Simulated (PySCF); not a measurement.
Electronic structure of P⁺ (phosphorus, charge +1) at the LDA level

Configuration: [Ne] 3s1 3p3, high-spin 5S determinant (an excited configuration). Computed with PySCF 2.14 in dyall-acv3z (19s12p6d4f, 113 functions), with the non-relativistic Hamiltonian (point nucleus).

* Total energy: -339.4040 hartree
* One-electron energy: -465.0656 hartree
* Hartree (Coulomb) energy: 147.2983 hartree
* Exchange-correlation energy: -21.6366 hartree
* Kinetic energy: 338.69354 hartree
* ⟨S²⟩: 6.0000
* ⟨L²⟩: 0.000
* Sum of ⟨r⟩: 12.17 bohr
* Sum of ⟨r²⟩: 21.19 bohr²
* Density at the nucleus (Gaussians lack the cusp): 2160 bohr⁻³
* Spin density at the nucleus: 7.37 bohr⁻³
* Langevin diamagnetic susceptibility: -16.8 ×10⁻⁶ cm³/mol

```json
{"shell": "1s α", "electrons": "1", "mean orbital energy (hartree)": "-76.49175", "rms radius, mean of both spins (bohr)": "0.121"}
{"shell": "1s β", "electrons": "1", "mean orbital energy (hartree)": "-76.46812", "rms radius, mean of both spins (bohr)": "0.121"}
{"shell": "2s α", "electrons": "1", "mean orbital energy (hartree)": "-6.75773", "rms radius, mean of both spins (bohr)": "0.572"}
{"shell": "2s β", "electrons": "1", "mean orbital energy (hartree)": "-6.72946", "rms radius, mean of both spins (bohr)": "0.572"}
{"shell": "2p α", "electrons": "3", "mean orbital energy (hartree)": "-5.00684", "rms radius, mean of both spins (bohr)": "0.545"}
{"shell": "2p β", "electrons": "3", "mean orbital energy (hartree)": "-4.97379", "rms radius, mean of both spins (bohr)": "0.545"}
{"shell": "3s α", "electrons": "1", "mean orbital energy (hartree)": "-0.92505", "rms radius, mean of both spins (bohr)": "1.93"}
{"shell": "3p α", "electrons": "3", "mean orbital energy (hartree)": "-0.58898", "rms radius, mean of both spins (bohr)": "2.24"}
```
